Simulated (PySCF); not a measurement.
Fill in the blanks.

Species: Si(SiH3)Cl3.
Z-matrix (Å and degrees, PBE0-D3(BJ)/def2-SVP geometry), rows numbered from 1:
```
Si
Si  1  2.3296
H   2  1.4919  1  108.16
H   2  1.4919  1  108.83  3  -119.84
H   2  1.4916  1  108.81  3   119.91
Cl  1  2.0568  2  110.17  3    57.84
Cl  1  2.0572  2  110.65  3   -61.89
Cl  1  2.0574  2  111.23  3   177.71
```

```tsv
property	level	value
rotational constants A, B, C	PBE0-D3(BJ)/def2-SVP	?
dipole moment	B3LYP/def2-SVPD	?
HOMO energy	B3LYP/def2-SVPD	-8.51 eV
LUMO energy	B3LYP/def2-SVPD	?
lowest singlet excitation	TDDFT B3LYP/def2-SVPD	6.75 eV (184 nm, f = 0.167)
lowest triplet excitation (Tamm–Dancoff)	TDA B3LYP/def2-SVPD	6.07 eV
static isotropic polarisability	B3LYP/def2-SVPD	97.2 au
electronic spatial extent ⟨r²⟩ about the centre of nuclear charge	B3LYP/def2-SVPD	1296 bohr²
1H chemical shifts (computed TMS as zero) by class	GIAO KT2/pcSseg-1	?
isotropic shieldings of nuclei other than C and H, by class	GIAO KT2/pcSseg-1	316 (Si1), 454 (Si2), 739 (Cl6/Cl7/Cl8) ppm
core binding energies	ΔSCF SCAN, pcX-2 on the ionised atom, pcseg-1 elsewhere, spin-free X2C, 2p3/2 from a spin–orbit splitting computed afterwards within the 2p shell	?
```

Gas-phase values; electronic properties from PySCF, density fitting. Geometry: PBE0-D3(BJ)/def2-SVP; no solvent, vibrations or thermal averaging.

Q: What are the rotational constants A, B, C?

A: 1.281, 1.181, 1.179 GHz.

Q: The dipole moment?

A: 1.76 D.

Q: The 1H chemical shifts (computed TMS as zero) by class?

A: 3.73 (H3/H4/H5) ppm.

Q: The core binding energies?

A: Si2p3/2 107.3 (Si2), Si2p3/2 109.2 (Si1), Cl2p3/2 206.4 (Cl6/Cl7/Cl8), Si1s 1847.0 (Si2), Si1s 1849.3 (Si1), Cl1s 2829.0 (Cl6/Cl7/Cl8) eV.

Q: What is the LUMO energy?

A: -0.93 eV.

The principal polarisabilities are 94.3, 94.4 and 102.9 au; their mean is the isotropic value. The vertical singlet–triplet gap S1 − T1 is 0.68 eV (TDDFT singlet less Tamm–Dancoff triplet). The polarisability is 14.40 Å³ as a volume (1 au = 0.148185 Å³), or 1.19 au for each of the 82 electrons.
